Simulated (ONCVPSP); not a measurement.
**Transferability test, ONCV potential for Ga (Z = 31)**

| Property | Result |
| --- | --- |
| Element | gallium |
| Generator | ONCVPSP 4.0.1 |
| Type | optimised norm-conserving Vanderbilt (ONCV) |
| Functional | PBE |
| Relativity | scalar-relativistic |
| Frozen core | [Ar] 3d10 |
| Valence charge | 3 |
| Reference configuration | 4s2 4p1 |
| Partial waves | 4s: rc 1.35 bohr, ncon 3, nbas 7, qcut 6.2 1/bohr, 2 projectors, debl 3.1 Ha; 4p: rc 2.55 bohr, ncon 3, nbas 7, qcut 3 1/bohr, 2 projectors, debl 1.5 Ha; d scattering state at 0.09 Ha: rc 2.05 bohr, ncon 4, nbas 9, qcut 5.2 1/bohr, 2 projectors, debl 3 Ha |
| Local potential | polynomial inside 1.15 bohr (lpopt 3, dvloc0 2 Ha) |
| Core correction | none |

Energies are relative to the spin-unpolarised reference configuration 4s2 4p1; without spin polarisation the order of configurations can differ from experiment.

```tsv
valence configuration	charge	ΔE all-electron (eV)	error AE − PS (meV)
4s2 4p0	+1	5.688	+7.4
4s1 4p0	+2	26.817	+41
4s2 4p0.5	+0.5	2.030	+1.4
4s1 4p1	+1	13.061	+5.1
```

Levels in the configuration 4s2 4p0.5:

| level | all-electron (eV) | pseudo (eV) |
| --- | --- | --- |
| 4s | -12.428 | -12.438 |
| 4p | -5.622 | -5.615 |

Note: ghosts flagged at negative energy: s at -199.3 eV; no localised positive-energy state flagged. A true bound ghost makes a file unfit for plane-wave use.
